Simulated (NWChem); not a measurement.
C$_{3}$H$_{5}$NOSi; SMILES [SiH2]1CN=C1C=O

```xyz
11

O     -0.4523     2.5734     0.0000
C      0.4765     1.8078     0.0000
C      0.3126     0.3353     0.0000
N      1.3318    -0.4560     0.0000
C      0.7326    -1.8077     0.0000
Si    -1.0137    -1.0094     0.0000
H      1.5432     2.1489     0.0000
H      1.0547    -2.3788     0.8863
H      1.0547    -2.3788    -0.8863
H     -1.8621    -1.1573     1.2193
H     -1.8621    -1.1573    -1.2193
```
Atoms are numbered in this order, from 1.

All runs: NWChem. Pople sets run with spherical d functions. All runs use the structure optimised with PBE0/def2-SVP. Static field.

| level | basis functions | isotropic polarisability (bohr³) | anisotropy (bohr³) |
|---|---|---|---|
| B3LYP/6-31G* | 98 | 60.1 | 29.9 |
| B3LYP/6-31+G* | 122 | 69.1 | 31.1 |
| B3LYP/def2-SVP | 113 | 62.5 | 27.6 |
| B3LYP/def2-SVPD | 167 | ___ | 30.9 |

**Question.** Some entries are withheld; supply them.

**Answer.** 
- B3LYP/def2-SVPD, isotropic polarisability (bohr³): 72.5
